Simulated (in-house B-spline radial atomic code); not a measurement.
**Binding energies in Sm⁴⁺**

NIST's tabulated ground configuration is [Xe] 4f4; each binding energy is the energy of the ion with one electron taken from that subshell, relaxed, less that of the parent. Level of theory: Dirac-Hartree-Fock, average of configuration, Fermi nucleus of rms radius 5.0819 fm; calculated with a radial B-spline atomic code at the basis-set limit. Energies include first-order Breit, QED and recoil terms.

```tsv
subshell	X-ray name	binding energy (eV)	-ε (eV)	relaxation (eV)
1s	K	46892.8	47160.6	73.4
2s	L1	7803.9	7866.3	40.3
2p1/2	L2	7373.8	7439.6	44.3
2p3/2	L3	6778.2	6835.2	42.3
3s	M1	1793.1	1816.5	19.2
3p1/2	M2	1608.9	1632.5	20.0
3p3/2	M3	1486.2	1507.6	19.1
3d3/2	M4	1170.3	1192.7	21.1
3d5/2	M5	1144.4	1165.9	20.8
4s	N1	418.7	426.4	6.9
4p1/2	N2	346.2	353.5	6.6
4p3/2	N3	319	325.5	6.2
4d3/2	N4	197.8	203.6	5.7
4d5/2	N5	193	198.5	5.6
5s	O1	97.44	98.41	0.84
5p1/2	O2	73.77	74.60	0.75
5p3/2	O3	69.35	70.04	0.65
4f	N6,7	59.52	63.35	3.98
```

Relaxation = -ε minus the binding energy without Breit, QED and recoil terms.

Emission lines follow as differences of binding energies, with λ = 12398.42 eV·Å / E:

```tsv
line	holes	energy (eV)	wavelength (Å)
K-L3	1s → 2p3/2	40114.6	0.30908
K-L2	1s → 2p1/2	39519.0	0.31373
K-M3	1s → 3p3/2	45406.6	0.27305
L3-M5	2p3/2 → 3d5/2	5633.8	2.2007
L2-M4	2p1/2 → 3d3/2	6203.5	1.9986
L1-M3	2s → 3p3/2	6317.7	1.9625
L3-M1	2p3/2 → 3s	4985.1	2.4871
L2-N4	2p1/2 → 4d3/2	7176.0	1.7278
```

Question: What screening constant σ does Moseley's law, E = (3/4)·13.6057 eV·(Z - σ)², need for K-L3?

Answer: σ = -0.70.

Moseley's non-relativistic formula needs a falling, then negative, screening constant for heavy elements, because relativity binds the 1s electron more strongly than the formula allows.

Question: What does it cost to remove both a 3d5/2 and a 4p1/2 electron?

Answer: 1523 eV, which is 32.41 eV more than the two single binding energies together.

Question: What does it cost to remove both a 3d3/2 and a 5p1/2 electron?

Answer: 1261.6 eV, which is 17.53 eV more than the two single binding energies together.

Question: What does it cost to remove two 3p1/2 electrons?

Answer: 3279.8 eV, which is 62.01 eV more than the two single binding energies together.
